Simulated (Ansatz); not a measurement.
System: C₃H₂O₃, charge 0, singlet. C3H2O3 (1,3-dioxol-2-one, SMILES O=c1occo1).
B3LYP-D3(BJ)/def2-TZVP minimum from Ansatz (a program for electronic structure):
```
C
C 1 1.3250
H 2 1.0734 1 133.64
H 1 1.0734 2 133.64 3 0.00
O 1 1.3816 4 117.66 2 -180.00
C 5 1.3701 1 107.51 4 180.00
O 6 1.1847 5 126.21 1 180.00
O 6 1.3701 7 126.21 5 180.00
```

Quantity: atomisation energy (electronic, to ground-state atoms), in kJ/mol. Open shells are spin-unrestricted; no spin-orbit coupling. CBS(X,Y): correlation extrapolated as X^-3, Hartree-Fock from the larger set. A bracket is a step between two methods taken in the basis named. The functionals are non-relativistic, so their misses hold any scalar relativity. Double hybrids freeze cores in their MP2 part. '+ core + X2C': CCSD(T) terms for core correlation (cc-pwCVTZ) and scalar relativity (cc-pVTZ-DK). Where a partner has so few electrons that a lower coupled-cluster level is exact, that level stands in.

CCSD(T)/CBS(cc-pVTZ,cc-pVQZ) + [CCSDT(Q) - CCSD(T)]/cc-pVDZ + core + X2C (Ansatz) gives 3833.1 kJ/mol.

Problem. How far off this value is PBE/def2-TZVPD (Ansatz), in which direction, and which of these levels come nearer: B3LYP/def2-TZVPD, wB97M-V/def2-TZVPD, B2PLYP/def2-TZVPD, CCSD(T)/CBS(cc-pVTZ,cc-pVQZ) + core + X2C?

Solution. PBE gives 4030.2 kJ/mol, 197.1 kJ/mol above it. Differences of the others: B3LYP/def2-TZVPD (Ansatz) -45.5; wB97M-V/def2-TZVPD (Ansatz) 7.6; B2PLYP/def2-TZVPD (Ansatz) -46.8; CCSD(T)/CBS(cc-pVTZ,cc-pVQZ) + core + X2C (Ansatz) -6.0 kJ/mol. Nearer than PBE: B3LYP/def2-TZVPD, wB97M-V/def2-TZVPD, B2PLYP/def2-TZVPD, CCSD(T)/CBS(cc-pVTZ,cc-pVQZ) + core + X2C.
